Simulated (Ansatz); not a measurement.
Harmonic frequencies (cm⁻¹) at PBE0-D4/def2-TZVP from Ansatz: 202, 202, 210, 289, 289, 308, 477, 700, 700, 797, 988, 988, 1371, 1634, 1634, 3453, 3571, 3571.

Each molecule was computed in one conformer, which needn't be the lowest.

Task: Which molecule is it?
A. `[BH3-][AsH3+]`
B. `[OH2+][InH3-]`
C. `[OH2+][Ga-]([Cl])([Cl])[Cl]`
D. `[NH3+][B-](Cl)(Cl)Cl`

Result: D.
